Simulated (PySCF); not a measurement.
MgBr2, SMILES [Mg]([Br])[Br].

The structure is a stationary point at B3LYP-D3(BJ)/def2-TZVP.

Calculation: TDDFT-LC-ωPBE/def2-SVPD in PySCF.

Vertical excitations; the highest root listed may be one member of a degenerate set.  State labels are in the subgroup D2h.

Estimate the UV-visible absorptions. (The exact figures need the calculation; the answer reports its results.)


```json
[
 {"state": "S1", "symmetry": "B2g", "energy (eV)": "6.09", "λ (nm)": "203", "f": "0.000", "main pairs": "HOMO−1→LUMO (degenerate set)"},
 {"state": "S2", "symmetry": "B3g", "energy (eV)": "6.09", "λ (nm)": "203", "f": "0.000", "main pairs": "HOMO→LUMO (degenerate set)"},
 {"state": "S3", "symmetry": "B2u", "energy (eV)": "6.32", "λ (nm)": "196", "f": "0.114", "main pairs": "HOMO−3→LUMO (degenerate set)"},
 {"state": "S4", "symmetry": "B3u", "energy (eV)": "6.32", "λ (nm)": "196", "f": "0.114", "main pairs": "HOMO−2→LUMO (degenerate set)"},
 {"state": "S5", "symmetry": "B1u", "energy (eV)": "7.25", "λ (nm)": "171", "f": "0.211", "main pairs": "HOMO−4→LUMO 74 %"},
 {"state": "S6", "symmetry": "Au", "energy (eV)": "7.46", "λ (nm)": "166", "f": "0.000", "main pairs": "HOMO−1→LUMO+1, HOMO→LUMO+2, HOMO→LUMO+5, HOMO−1→LUMO+4 (degenerate set)"},
 {"state": "S7", "symmetry": "B1u", "energy (eV)": "7.46", "λ (nm)": "166", "f": "0.000", "main pairs": "HOMO→LUMO+1, HOMO−1→LUMO+2, HOMO→LUMO+4, HOMO−1→LUMO+5 (degenerate set)"},
 {"state": "S8", "symmetry": "Au", "energy (eV)": "7.48", "λ (nm)": "166", "f": "0.000", "main pairs": "HOMO→LUMO+2 37 %, HOMO−1→LUMO+1 37 %, HOMO→LUMO+5 11 %, HOMO−1→LUMO+4 11 %"},
 {"state": "S9", "symmetry": "B1g", "energy (eV)": "7.60", "λ (nm)": "163", "f": "0.000", "main pairs": "HOMO−3→LUMO+2, HOMO−2→LUMO+1, HOMO−3→LUMO+5, HOMO−2→LUMO+4 (degenerate set)"},
 {"state": "S10", "symmetry": "Ag", "energy (eV)": "7.60", "λ (nm)": "163", "f": "0.000", "main pairs": "HOMO−2→LUMO+2, HOMO−3→LUMO+1, HOMO−2→LUMO+5, HOMO−3→LUMO+4 (degenerate set)"},
 {"state": "T1", "symmetry": "B3g", "energy (eV)": "5.83", "λ (nm)": "213", "f": "0", "main pairs": "HOMO→LUMO (degenerate set)"},
 {"state": "T2", "symmetry": "B2g", "energy (eV)": "5.83", "λ (nm)": "213", "f": "0", "main pairs": "HOMO−1→LUMO (degenerate set)"},
 {"state": "T3", "symmetry": "B2u", "energy (eV)": "5.94", "λ (nm)": "209", "f": "0", "main pairs": "HOMO−3→LUMO (degenerate set)"},
 {"state": "T4", "symmetry": "B3u", "energy (eV)": "5.94", "λ (nm)": "209", "f": "0", "main pairs": "HOMO−2→LUMO (degenerate set)"}
]
```
Triplets are in the Tamm–Dancoff approximation, which puts them higher than full response would, so one can lie above its singlet here.
